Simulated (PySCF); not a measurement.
C6H14Si, SMILES C(C)[SiH](CC)C=C (GFN2-xTB optimised geometry):

```
21

Si     0.133    -0.361     0.000
C     -0.515    -1.234    -1.544
C      0.236    -1.856    -2.437
C     -0.512    -1.294     1.538
C     -0.062    -2.750     1.573
C     -0.515     1.435     0.000
C     -0.025     2.253     1.189
H      1.607    -0.361     0.000
H     -1.588    -1.224    -1.701
H     -0.175    -2.354    -3.304
H      1.309    -1.900    -2.339
H     -0.171    -0.797     2.447
H     -1.603    -1.261     1.560
H     -0.399    -3.275     0.682
H      1.023    -2.814     1.609
H     -0.463    -3.263     2.446
H     -1.607     1.439    -0.005
H     -0.203     1.929    -0.921
H     -0.397     3.275     1.140
H     -0.366     1.813     2.124
H      1.062     2.287     1.207
```

Method: PBE0/def2-SVP (PySCF).

**Question.** What are the frontier orbital energies and the dipole moment?

**Answer.** HOMO-2 -8.33 eV, HOMO-1 -8.14 eV, HOMO -7.47 eV, LUMO 0.02 eV, LUMO+1 1.67 eV; dipole moment 0.44 D.

Meta-Löwdin charges at PBE0/def2-SVP: Si1 0.73, C2 -0.33, C3 -0.20, C4 -0.40, C5 -0.29, C6 -0.40, C7 -0.29, H8 -0.12, H9 0.11, H10 0.10, H11 0.10, H12 0.10, H13 0.10, H14 0.10, H15 0.10, H16 0.10, H17 0.10, H18 0.10, H19 0.10, H20 0.09, H21 0.10.
